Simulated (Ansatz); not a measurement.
C$_{5}$H$_{12}$Si, charge +1, doublet, at a GFN2-xTB geometry (a state made from the parent by changing its charge; the spin is typed, not shown lowest). Base run: BLYP/3-21G in Ansatz (a first-principles code).

The Ansatz input:
Ansatz 0.2 input:
```yaml
crystal:
  periodic: [false, false, false]
  atoms:
    - {symbol: C, position_ang: [1.98742222, -0.71387019, 1.21039640]}
    - {symbol: C, position_ang: [1.55347815, 0.02772452, 0.23549644]}
    - {symbol: Si, position_ang: [-0.40674766, 0.15074491, -0.16653861]}
    - {symbol: C, position_ang: [-0.62098056, 1.98758016, -0.57878704]}
    - {symbol: C, position_ang: [-1.51306925, -0.51904359, 1.21237923]}
    - {symbol: C, position_ang: [-0.22472511, -1.09503153, -1.63248113]}
    - {symbol: H, position_ang: [3.02814494, -0.66592410, 1.52054307]}
    - {symbol: H, position_ang: [1.38616650, -1.39444468, 1.79194372]}
    - {symbol: H, position_ang: [2.13537443, 0.66765115, -0.40495820]}
    - {symbol: H, position_ang: [-1.65171731, 2.18907041, -0.86195158]}
    - {symbol: H, position_ang: [0.01401259, 2.29848376, -1.40600822]}
    - {symbol: H, position_ang: [-0.39466899, 2.63030928, 0.26936202]}
    - {symbol: H, position_ang: [-1.34268535, 0.00041892, 2.15316636]}
    - {symbol: H, position_ang: [-2.56436871, -0.38211288, 0.96723872]}
    - {symbol: H, position_ang: [-1.36417064, -1.58259184, 1.38769868]}
    - {symbol: H, position_ang: [0.45494310, -0.72256590, -2.39229668]}
    - {symbol: H, position_ang: [0.11608295, -2.07310296, -1.30794618]}
    - {symbol: H, position_ang: [-1.21539909, -1.19977601, -2.06727446]}
basis:
  gaussian:
    orbitals: 3-21G.json
hamiltonian:
  xc: blyp
total_charge: 1
magnetization: {spin_polarized: true, initial_magnetization: 1}
```
The basis file holds 3-21G in the JSON format of the Basis Set Exchange.

Each row names what was changed in the base input (with any setting that the change needs).

```json
[
 {"change": "base", "ΔE vs base (mEh)": "0.000"},
 {"change": "point_charge = charge:-1.0 position_ang:3.0433, 5.5542, 1.1954", "ΔE vs base (mEh)": "-81.568"},
 {"change": "final_grid = 10, 20, 41", "ΔE vs base (mEh)": "0.000"},
 {"change": "final_grid = 6, 12, 29", "ΔE vs base (mEh)": "-0.004"},
 {"change": "forces = on", "ΔE vs base (mEh)": "0.000"},
 {"change": "lower_state_search = full", "ΔE vs base (mEh)": "0.000"},
 {"change": "lower_state_search = light", "ΔE vs base (mEh)": "0.000"},
 {"change": "accuracy = high", "ΔE vs base (mEh)": "0.000"},
 {"change": "point_charge = charge:0.5 position_ang:0.55, -4.7845, -4.3609", "ΔE vs base (mEh)": "40.201"},
 {"change": "fitting.mean_field = def2-universal-JKFIT", "ΔE vs base (mEh)": "-0.387"},
 {"change": "point_charge = charge:1.0 position_ang:2.8526, -1.9193, -5.4875", "ΔE vs base (mEh)": "79.946"}
]
```
